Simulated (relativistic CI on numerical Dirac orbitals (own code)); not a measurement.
**Yb³²⁺: q coefficients and field-shift factors**

Computed by Dirac-Coulomb-Breit CI, separate exchange-only KLI orbitals for each configuration, derivatives by finite differences, unscaled Slater integrals, QED left out (own radial code, finite nucleus).

Configuration list (outside the closed core [Ar] 3d10): 4s2.4p6.4d2, 4s2.4p5.4d3, 4s2.4p6.4d.4f, 4s.4p6.4d2.4f, 4s2.4p6.4f.5s, 4s2.4p6.4f2, 4s.4p6.4f3, 4p6.4d4, 4p5.4d5. Double excitations out of closed p, d and f shells are left out; levels of such configurations are missing from the list, as are those of other unlisted configurations, and high levels can miss mixing partners.

With x = (α/α₀)² − 1 an excitation energy changes as ω = ω₀ + qx; K = 2q/ω₀ is the relative enhancement. Terms are leading LS components, so labels can repeat. The field-shift factor is F = δν/δ⟨r²⟩ for the transition from the lowest level.

Lowest level 4s2.4p6.4d2 3F_2.

```
            Level  ω₀ (cm⁻¹)  q (cm⁻¹)       K  F (GHz/fm²)
 4s2.4p6.4d2 3P_0      59206      6589   0.223          0.3
 4s2.4p6.4d2 3F_3     100514    109500    2.18         2.39
 4s2.4p6.4d2 3P_2     130548    108200    1.66         2.55
 4s2.4p6.4d2 1G_4     139248    116800    1.68         2.73
 4s2.4p6.4d2 3P_1     140378    110100    1.57         2.63
 4s2.4p6.4d2 3F_4     228216    213000    1.87         4.84
 4s2.4p6.4d2 3P_2     246271    220600    1.79         5.08
 4s2.4p6.4d2 1S_0     314526    214200    1.36          4.9
4s2.4p5.4d3 5F°_2    1118450     55160  0.0986         6.02
4s2.4p5.4d3 5D°_1    1127296     64090   0.114         6.34
4s2.4p5.4d3 5D°_0    1143065     65230   0.114         6.87
4s2.4p5.4d3 3F°_3    1155696     64110   0.111          5.9
4s2.4p5.4d3 5D°_3    1194219    144700   0.242         7.79
4s2.4p5.4d3 5S°_2    1205969    162300   0.269         7.87
4s2.4p5.4d3 5F°_4    1208989    163200    0.27         8.03
4s2.4p5.4d3 3F°_2    1223782    161200   0.263         8.58
4s2.4p5.4d3 5D°_1    1230787    163100   0.265         7.96
4s2.4p5.4d3 5G°_5    1234822    167100   0.271            8
4s2.4p5.4d3 3G°_3    1240348    159500   0.257         8.85
4s2.4p5.4d3 3F°_4    1241404    163800   0.264         8.52
4s2.4p5.4d3 3H°_6    1248001    157400   0.252         7.58
4s2.4p5.4d3 3P°_0    1250763    139500   0.223         8.42
4s2.4p5.4d3 3G°_4    1266368    166700   0.263         8.59
```

At this charge energies of transitions that change n are usually good to better than 1 %, and those within a shell (Δn = 0) to a few per cent. Terms inside the open d or f shell come out 10 to 20 % too wide with unscaled integrals.
